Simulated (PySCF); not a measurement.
Vinyl propionate, C5H8O2.
Numbering: `[CH2:1]=[CH:2][O:3][C:4](=[O:5])[CH2:6][CH3:7]` (hydrogens: H8, H9 on C1; H10 on C2; H11, H12 on C6; H13, H14, H15 on C7)

The same species was optimised twice, with GFN2-xTB and with PBE0-D3(BJ)/def2-SVP (PySCF), and the same property calculations (PySCF, gas phase) were run on both structures.

```
     coordinate  GFN2-xTB  PBE0-D3(BJ)/def2-SVP  change
      C1=C2 (Å)     1.319                 1.329  +0.010
      C4–C6 (Å)     1.509                 1.502  -0.007
      C2–O3 (Å)     1.375                 1.368  -0.007
      C6–C7 (Å)     1.522                 1.515  -0.007
      O3–C4 (Å)     1.351                 1.357  +0.006
      C4=O5 (Å)     1.200                 1.199  -0.001
   C4–C6–C7 (°)     111.8                 113.0    +1.2
   O3–C4–C6 (°)     109.9                 110.5    +0.6
   C1–C2–O3 (°)     121.2                 120.7    -0.5
   O3–C4–O5 (°)     123.9                 123.5    -0.4
   O5–C4–C6 (°)     126.1                 126.0    -0.1
   C2–O3–C4 (°)     118.5                 118.5     0.0
C1–C2–O3–C4 (°)       180                   180       0
C2–O3–C4–O5 (°)         0                     0       0
O3–C4–C6–C7 (°)       180                   177      -3
```

Rotational constants: A = 8899, B = 1345, C = 1185 MHz (GFN2-xTB) against A = 8880, B = 1342, C = 1183 MHz (PBE0-D3(BJ)/def2-SVP).

On the GFN2-xTB structure: lowest singlet, TDDFT (eV) 5.73 [B3LYP/def2-SVPD]; lowest triplet, Tamm–Dancoff (eV) 4.27 [B3LYP/def2-SVPD]; isotropic polarisability (au) 71.1 [B3LYP/def2-SVPD]; HOMO (eV) -7.25 [B3LYP/def2-SVPD]; LUMO (eV) -0.74 [B3LYP/def2-SVPD]; dipole (D) 1.78 [B3LYP/def2-SVPD]; HOMO (eV) -7.42 [PBE0/pcSseg-1]; LUMO (eV) -0.33 [PBE0/pcSseg-1]; dipole (D) 1.65 [PBE0/pcSseg-1]; GIAO shielding of C1 (ppm) 86.1 [PBE0/pcSseg-1]; GIAO shielding of C2 (ppm) 37.7 [PBE0/pcSseg-1]; GIAO shielding of O3 (ppm) 76.4 [PBE0/pcSseg-1]; GIAO shielding of C4 (ppm) 10.1 [PBE0/pcSseg-1]; GIAO shielding of O5 (ppm) -95.5 [PBE0/pcSseg-1]; GIAO shielding of C6 (ppm) 156.1 [PBE0/pcSseg-1]; GIAO shielding of C7 (ppm) 176.6 [PBE0/pcSseg-1].

Question: What do these properties become on the PBE0-D3(BJ)/def2-SVP structure?

Answer: 
```csv
property,level,on GFN2-xTB,on PBE0-D3(BJ)/def2-SVP,change
"lowest singlet, TDDFT (eV)",B3LYP/def2-SVPD,5.73,5.72,-0.01
"lowest triplet, Tamm–Dancoff (eV)",B3LYP/def2-SVPD,4.27,4.17,-0.10
isotropic polarisability (au),B3LYP/def2-SVPD,71.1,72.1,+1.0
HOMO (eV),B3LYP/def2-SVPD,-7.25,-7.17,+0.08
LUMO (eV),B3LYP/def2-SVPD,-0.74,-0.77,-0.03
dipole (D),B3LYP/def2-SVPD,1.78,1.78,0.00
"energy, GFN2-xTB geometry as zero (kcal/mol)",B3LYP/def2-SVPD,0.0,-0.6,-0.6
HOMO (eV),PBE0/pcSseg-1,-7.42,-7.34,+0.08
LUMO (eV),PBE0/pcSseg-1,-0.33,-0.36,-0.03
dipole (D),PBE0/pcSseg-1,1.65,1.66,+0.01
"energy, GFN2-xTB geometry as zero (kcal/mol)",PBE0/pcSseg-1,0.0,-0.3,-0.3
GIAO shielding of C1 (ppm),PBE0/pcSseg-1,86.1,84.1,-2.0
GIAO shielding of C2 (ppm),PBE0/pcSseg-1,37.7,36.6,-1.1
GIAO shielding of O3 (ppm),PBE0/pcSseg-1,76.4,75.8,-0.6
GIAO shielding of C4 (ppm),PBE0/pcSseg-1,10.1,10.1,0.0
GIAO shielding of O5 (ppm),PBE0/pcSseg-1,-95.5,-96.9,-1.4
GIAO shielding of C6 (ppm),PBE0/pcSseg-1,156.1,155.7,-0.4
GIAO shielding of C7 (ppm),PBE0/pcSseg-1,176.6,175.1,-1.5
```

The heavy atoms differ by 0.022 Å rms after alignment. Among bonds between heavy atoms C1=C2 changes most (+0.010 Å). Changes are differences of the printed values. Neither structure is proved a minimum here.

Shape of the structure used: `[CH2:1]=[CH:2][O:3][C:4](=[O:5])[CH2:6][CH3:7]`: C1–C2–O3–C4 180°, C2–O3–C4–O5 0°, O3–C4–C6–C7 177°.
